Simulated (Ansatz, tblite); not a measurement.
Cost and result up the ladder for Al₈P₈H₂₂, a nanocrystal cut from wurtzite AlP (hydrogen-capped) (38 atoms). Total charge 0; singlet. Geometry: r2SCAN-D4/def2-SVP.

Cartesian coordinates in Å:
```
Al -4.111 -1.903 0.597
P -2.307 -3.088 1.790
P -2.683 -0.355 -0.608
Al -1.556 1.175 0.851
Al 0.028 -2.549 1.479
P 0.123 -0.197 1.929
P -0.272 2.725 -0.448
Al 0.825 4.399 0.925
Al 2.403 0.483 1.637
P 2.346 2.854 2.101
Al -1.327 -1.527 -2.180
P 0.375 -2.596 -0.879
P -0.135 0.277 -3.283
Al 1.270 1.790 -2.008
Al 2.629 -1.976 -1.576
P 2.651 0.310 -0.728
H -4.960 -1.138 1.705
H -4.733 -2.964 -0.416
H -2.549 -3.055 3.190
H -2.439 -4.489 1.590
H -3.569 0.446 -1.385
H -2.513 1.869 1.910
H 0.995 -3.447 2.358
H -0.121 -0.078 3.327
H -1.222 3.443 -1.228
H -0.178 4.970 2.021
H 1.756 5.317 0.015
H 3.461 -0.298 2.522
H 2.182 2.989 3.506
H 3.682 3.328 2.002
H -2.083 -2.458 -3.218
H 0.258 -3.970 -1.236
H -1.108 1.073 -3.947
H 0.567 -0.214 -4.415
H 2.043 2.810 -2.944
H 3.699 -2.855 -0.793
H 2.603 -1.873 -3.173
H 3.972 0.774 -0.989
```

Ansatz on 2 threads of AMD EPYC 7R13 on a shared host and a share (18 GiB) of an NVIDIA H100 80GB HBM3; xTB runs through tblite on one thread. Times are rough, summed over both states, and most runs start from the orbitals of an earlier one. PBE0-D4/def2-TZVP serves as the yardstick here, not as an exact answer. The other state is a triplet.

The xTB rows come from tblite. Single mean-field runs in def2-TZVP are fitted with def2-universal-jkfit. HOMO above LUMO, or a gap near zero within one spin, warns that the state may not be the lowest or that an electron is smeared out.

xTB has no spin-polarisation term.

```csv
level,functions,vertical triplet (eV),difference from PBE0-D4/def2-TZVP (eV),remarks
PBE-D4/def2-TZVP (with forces),724,4.03,-0.71,gap within one spin near zero (triplet)
GFN1-xTB,188,4.18,-0.56,–
PBE0-D4/def2-TZVP (with forces),724,4.74,0.00,–
GFN2-xTB,166,3.14,-1.59,–
```

Q: Estimate how long each takes.

A: GFN2-xTB 0.52 s; GFN1-xTB 0.55 s; PBE-D4/def2-TZVP (with forces) 18 s; PBE0-D4/def2-TZVP (with forces) 23 s. On shared hardware such times vary by a factor of up to 3.
